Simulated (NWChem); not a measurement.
C3H7FSi; SMILES [SiH3]CC(F)=C

```xyz
12

C      0.7930     2.0568     0.3993
C      0.0883     1.0481    -0.1050
F     -1.2717     1.1111    -0.0810
C      0.5744    -0.2312    -0.6999
Si    -0.0538    -1.7871     0.2167
H      0.2995     2.9224     0.8263
H      1.8760     2.0302     0.3899
H      1.6693    -0.2401    -0.7095
H      0.2397    -0.3067    -1.7445
H      0.1713    -1.6437     1.6789
H     -1.4986    -2.0171    -0.0353
H      0.7067    -2.9678    -0.2770
```
Atoms are numbered in this order, from 1.

All runs: NWChem. Pople sets run with spherical d functions. Coordinates come from a B3LYP/6-31G* (spherical d) optimisation. Level M06-L/6-31G*: energy and gradient on several grids; changes count from the extra-fine grid, which is no exact limit either.

Q: Which is the coarsest grid (medium; fine; xcoarse; coarse; xfine) from which on the energy stays within 100 μHa and each gradient component within 200 μHa/bohr of xfine?

A: fine.
```csv
grid,size of the energy change (μHa),largest change of a gradient component (μHa/bohr),"time, medium = 1 (rough)"
xcoarse,10000,6000,about 1
coarse,800,1000,about 1
medium,50,600,about 1
fine,< 10,30,about 1
xfine,< 10,< 30,3
```
